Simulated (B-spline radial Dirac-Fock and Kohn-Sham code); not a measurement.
## Eu³⁺: eigenvalues, ΔSCF and the reference

System: Eu³⁺ in the configuration 1s2 2s2 2p6 3s2 3p6 3d10 4s2 4p6 4d10 4f6 5s2 5p6.

The density-functional columns are spherical, spin-unpolarised Dirac-Kohn-Sham results without Breit or QED terms: −ε is minus the orbital energy of the initial state and ΔSCF the difference of two total energies. The reference in the last column comes from relaxed Dirac-Fock hole states (ΔSCF) with Breit and QED corrections and a finite nucleus. All numbers are from a radial finite-basis atomic code, in eV; a selection of levels is shown. The Kohn-Sham columns are given as differences from the reference. For the 1s level of heavy atoms much of the gap between ΔSCF and the reference is the Breit and QED part, -204.8 eV here; for other levels the error of the functional can be larger.

```
level  PBE −ε − DF  PBE ΔSCF − DF  LDA −ε − DF  LDA ΔSCF − DF  Dirac-Fock
   1s       -211.0         +239.7       -257.0         +192.3     48555.4
   2s       -135.0          -53.2       -141.3          -59.1      8096.7
2p1/2       -101.2           +2.5       -103.8            0.0      7656.4
2p3/2       -108.8          -15.2       -110.7          -16.9      7016.1
   3s        -68.6          -43.1        -70.4          -44.7      1846.0
3p1/2        -55.1          -28.0        -55.8          -28.6      1656.8
3p3/2        -54.4          -29.0        -54.8          -29.4      1524.0
3d3/2        -35.0           -5.3        -34.8           -5.1      1200.6
3d5/2        -35.6           -6.6        -35.4           -6.3      1172.5
   4s        -33.0          -20.9        -33.8          -21.6       411.3
4p1/2        -26.3          -14.4        -26.7          -14.7       336.8
4p3/2        -26.3          -14.7        -26.8          -15.1       307.5
4d3/2        -14.0           -2.8        -14.0           -2.8       183.3
4d5/2        -14.1           -3.0        -14.1           -3.0       178.1
   4f         -6.1           +3.6         -5.7           +3.9       39.12
   5s         -9.8           -2.4         -9.5           -2.1       82.55
5p1/2         -5.4           +1.5         -5.1           +1.8       59.25
5p3/2         -5.3           +1.3         -5.1           +1.5       54.98
```

Values without a named source are computed, but for edge energies of neutral atoms, which are taken from tables.
